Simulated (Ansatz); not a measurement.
Consider the atomization: `CC[N]([GeH3])C(C)C` → 5 C• + Ge• + 15 H• + N•.

Calculated with Ansatz (gas phase, PBE0-D4/def2-TZVP geometries, no zero-point term in ΔE). CBS: MP2 limit from def2 TZ/QZ plus the TZ coupled-cluster correction, frozen cores. This one scheme is used for every species, atoms too. For atomizations the MP2-based limit and the directly extrapolated one differ by several kJ/mol either way, and by 10 to 25 for some Ge, Se and Sn compounds, so smaller differences from it don't rank the levels. Functionals use def2-TZVPP. HSE06 is defined as in plane-wave codes. Open shells (•) are unrestricted, without spin–orbit coupling. Spin–orbit coupling would lower the free atoms: a little for C; clearly for Ge. For Ge outer-core shells are correlated without core-valence functions, so the limit isn't a true one: a few kJ/mol of doubt a bond, and 10 to 20 or more in all where bonds break to atoms. Scalar relativity is left out up to krypton. Each species was taken in one conformer, which may not be the lowest.

`CC[N]([GeH3])C(C)C`:

Z-matrix (Å, degrees):
```
C
C 1 1.519
H 1 1.094 2 111.0
H 1 1.092 2 110.9 3 120.8
H 1 1.093 2 110.4 3 -119.9
N 2 1.458 1 113.3 3 -179.8
H 2 1.099 1 108.7 3 56.4
H 2 1.097 1 109.8 3 -57.9
C 6 1.456 2 114.9 1 112.4
Ge 6 1.840 2 114.9 1 -98.6
C 9 1.524 6 111.0 2 -64.8
C 9 1.518 6 111.7 2 172.6
H 9 1.106 6 109.5 2 53.8
H 10 1.551 6 113.0 2 -87.1
H 10 1.536 6 111.2 2 150.2
H 10 1.537 6 104.8 2 31.2
H 11 1.093 9 110.5 6 177.4
H 11 1.091 9 111.9 6 57.6
H 11 1.093 9 110.0 6 -62.6
H 12 1.094 9 112.2 6 -61.2
H 12 1.092 9 109.9 6 179.6
H 12 1.093 9 110.8 6 60.3
```

| level | ΔE (kJ/mol) |
| --- | --- |
| HSE06 | 8098.2 |
| CCSD/def2-SVP | 7701.8 |

Problem. What does CCSD(T)/CBS give? (Best estimate.)

Solution. Computed: +8119.5 kJ/mol. The listed levels differ from it by -21.3, -417.7 kJ/mol.

Largest T1 diagnostic among the species: 0.011.

From r2SCAN to r2SCAN0 (25 % exact exchange), in def2-TZVPP and without D4, ΔE moves by −73.3 kJ/mol: exact exchange takes away binding that semilocal exchange gives to molecules. The D4 term adds +85.5 kJ/mol with B3LYP and +46.2 kJ/mol with PBE0; it sums over pairs of atoms, weighted by their polarisabilities, and B3LYP, whose exchange is more repulsive, gets the larger term.

B3LYP here is the variant with VWN-RPA as its local correlation; programs differ in this.
